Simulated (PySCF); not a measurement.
## Shapes and spin states of CuN₂

These are results of PySCF, PBE0, basis Cu def2-TZVP, N def2-TZVP (no relativity, density fitting), not measurements.

Relaxations began from a few typed shapes and spin states; open shells are unrestricted. The search is not exhaustive: other isomers or separated fragments can lie lower, and high-lying points may rest on an excited occupation.

(1) Which is the lowest minimum found?
A. broken-symmetry Ms = 3/2 (⟨S²⟩ 4.49) C2v: Cu–N 1.807 Å (×2); N–Cu–N 132.3°
B. broken-symmetry Ms = 3/2 (⟨S²⟩ 4.48) D∞h: Cu–N 1.823 Å (×2); N–Cu–N 180.0°
C. sextet C2v: Cu–N 1.866 Å (×2); N–Cu–N 138.8°
D. quartet C2v: Cu–N 2.051 Å (×2), N–N 1.183 Å; Cu–N–N 73.2° (×2), N–Cu–N 33.5°
E. broken-symmetry Ms = 1/2 (⟨S²⟩ 2.65) C∞v: Cu–N 1.749 Å, Cu–N 1.849 Å; N–Cu–N 180.0°
F. sextet C2v: Cu–N 2.070 Å (×2), N–N 1.459 Å; Cu–N–N 69.4° (×2), N–Cu–N 41.3°
G. sextet D∞h: Cu–N 1.878 Å (×2); N–Cu–N 180.0°

Answers

(1) D. The others lie at 271.5 (sextet C2v), 279.6 (sextet D∞h, a saddle point), 287.7 (broken-symmetry Ms = 1/2 C∞v, a saddle point), 321.5 (broken-symmetry Ms = 3/2 C2v), 351.0 (broken-symmetry Ms = 3/2 D∞h, a saddle point), 394.4 (sextet C2v) kJ/mol above it.

Starts that fell apart ended at -406 kJ/mol on the same scale (coarser grid).

For the lowest minimum: open d and f shells are described by one determinant, and the ground state may have another occupation or spin.

The electron or spin density has lower symmetry than the nuclear frame for the broken-symmetry Ms = 3/2 (⟨S²⟩ 4.48) D∞h at 351.0 kJ/mol.
